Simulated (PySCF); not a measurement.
## Löwdin shares of the frontier orbitals

Compound: C₅H₈F₃PSi.
Structure used (PBE0-D3(BJ)/def2-SVP), in Å, numbered top down from 1:
```xyz
18
C5H8F3PSi angstrom
F     -2.157    2.331   -0.714
C     -0.944    1.765   -0.690
F     -0.840    1.028   -1.803
F     -0.032    2.738   -0.775
P     -0.718    0.797    0.921
C     -1.760   -0.686    0.479
C     -0.895   -1.659   -0.330
C      0.542   -1.281   -0.128
C      0.820   -0.091    0.438
Si     2.542    0.577    0.727
H     -2.077   -1.136    1.432
H     -2.675   -0.367   -0.042
H     -1.121   -1.601   -1.410
H     -1.077   -2.707   -0.039
H      1.331   -1.961   -0.473
H      3.533   -0.450    0.285
H      2.758    1.838   -0.043
H      2.744    0.877    2.178
```

Method: TDDFT CAM-B3LYP/def2-SVPD, vertical, gas phase, core orbitals frozen in the response (PySCF).

Kohn–Sham orbitals with the atoms that hold most of them (Löwdin shares over 4%, at most four atoms; ? is withheld):

| orbital | ε (eV) | atoms |
| --- | --- | --- |
| LUMO+2 | 1.25 | P5 22%, Si10 22%, C6 10%, F4 6% |
| LUMO+1 | 1.03 | Si10 16%, C8 11%, C7 9%, C6 9% |
| LUMO | 0.11 | ? |
| HOMO | ? | P5 40%, C9 16%, C8 14%, C2 7% |
| HOMO-1 | -9.59 | ? |
| HOMO-2 | -10.46 | C9 29%, Si10 18%, P5 15%, C6 10% |
| HOMO-3 | -11.04 | Si10 26%, H17 18%, H16 12%, P5 7% |

Question: Which atoms hold the HOMO-1, and with what shares?

Answer: P5 (bonded to 3 C) 24%; C9 (bonded to C, P and Si) 22%; C8 (bonded to 2 C and H) 16%; C7 (bonded to 2 C and 2 H) 7%. By element: carbon 45% or more, phosphorus 24%.

Question: Give the leading atoms of the LUMO.

Answer: C8 (bonded to 2 C and H) 32%; C9 (bonded to C, P and Si) 26%; P5 (bonded to 3 C) 10%; Si10 (bonded to C and 3 H) 7%. By element: carbon 58% or more, phosphorus 10%, silicon 7%.

Question: What is the HOMO energy, and the HOMO–LUMO gap?

Answer: ε(HOMO) = -8.55 eV; the gap is 8.66 eV (0.3183 hartree).

Question: How does S1 compare with the orbital gap of 8.66 eV?

Answer: S1 is at 5.47 eV (f = 0.077), 3.19 eV below the gap, made of HOMO→LUMO (89%). 

Next come S2 at 6.42 eV (f 0.087), HOMO-1→LUMO (61%), HOMO-2→LUMO (15%); S3 at 6.62 eV (f 0.033), HOMO→LUMO+2 (55%), HOMO→LUMO+1 (23%); S4 at 6.69 eV (f 0.055), HOMO→LUMO+1 (40%), HOMO→LUMO+3 (30%); S5 at 6.80 eV (f 0.040), HOMO-2→LUMO (65%), HOMO-1→LUMO (22%).

One conformer stands for the species.
